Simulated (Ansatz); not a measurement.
Mulliken charges of AlBF₂GeH₄, SMILES `[BH2][Ge]([F])([F])[AlH2]` from PBE/def2-TZVPP in Ansatz (PBE0-D4/def2-TZVP geometry).

| atom | x (Å) | y (Å) | z (Å) | charge (e) |
| --- | --- | --- | --- | --- |
| B1 | -0.254 | 1.117 | -1.706 | -0.145 |
| Ge2 | 0.581 | -0.065 | -0.227 | 0.576 |
| F3 | 2.028 | 0.746 | 0.343 | -0.350 |
| F4 | 1.235 | -1.499 | -0.997 | -0.351 |
| Al5 | -0.584 | -0.912 | 1.844 | 0.358 |
| H6 | -0.822 | 0.612 | -2.624 | 0.055 |
| H7 | -0.238 | 2.305 | -1.598 | 0.055 |
| H8 | -2.124 | -0.605 | 2.062 | -0.102 |
| H9 | 0.265 | -1.745 | 2.886 | -0.095 |

Q: By hand: the dipole of these point charges (1 e Å = 4.8032 D).

A: Σ q r = (-0.848, 0.127, 0.290) e Å, of length 0.905 e Å = 4.35 D.

Q: How does the dipole of the full density compare? (An estimate is asked.)

A: Computed: (-0.599, 0.135, 0.129) e Å, 3.01 D; the point charges give 1.45 times that, at 8° from its direction.

Point charges leave out the atoms' own dipoles, such as those of lone pairs, and Mulliken's split depends on the basis, so the two needn't agree.
